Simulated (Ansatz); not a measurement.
Consider the isomerisation: `FC1NBO1` → `OC1(F)BN1`.

Isolated molecules relaxed with PBE0-D4/def2-TZVP in Ansatz; ΔE leaves out vibrations. CCSD(T)/CBS adds triple-zeta CCSD(T) − MP2 to the extrapolated MP2 energy (def2 sets, frozen cores). DFT in def2-TZVPP. B3LYP here is the variant with VWN-RPA as its local correlation; programs differ in this. HSE06 is defined as in plane-wave codes. Each species was taken in one conformer, which may not be the lowest.

Is it downhill or uphill in electronic energy at CCSD(T)/CBS, and by how much? (An estimate is asked.)

The calculation gave: Uphill: ΔE = +46.8 kcal/mol.

What do these levels give: B97M-V, B3LYP-D4, HSE06-D4, BHLYP-D4, CAM-B3LYP-D4, B2PLYP, B3LYP, CAM-B3LYP, RPA@PBE/def2-TZVPP, CCSD(T)/def2-SVP, CCSD(T)/def2-TZVPP, SCS-MP2/def2-QZVPP? (Estimate.)

Ansatz gave: B97M-V 45.9, B3LYP-D4 44.9, HSE06-D4 45.1, BHLYP-D4 47.6, CAM-B3LYP-D4 45.8, B2PLYP 46.4, B3LYP 44.8, CAM-B3LYP 45.8, RPA@PBE/def2-TZVPP 47.6, CCSD(T)/def2-SVP 47.4, CCSD(T)/def2-TZVPP 47.6, SCS-MP2/def2-QZVPP 47.9 kcal/mol.

Largest T1 diagnostic among the species: 0.014.

From BLYP to BHLYP (50 % exact exchange), in def2-TZVPP and without D4, ΔE moves by +4.5 kcal/mol. Leaving LDA and LC-ωPBE aside and taking each functional with its dispersion term where it has one, the values, not all of them listed here, spread over 4.6 kcal/mol, from PBE-D4 to PBE-QIDH. In def2-TZVPP, CCSD(T) changes the Hartree–Fock value by −3.5 kcal/mol (the triples alone add −0.4 kcal/mol) and MP2 by −3.3 kcal/mol.
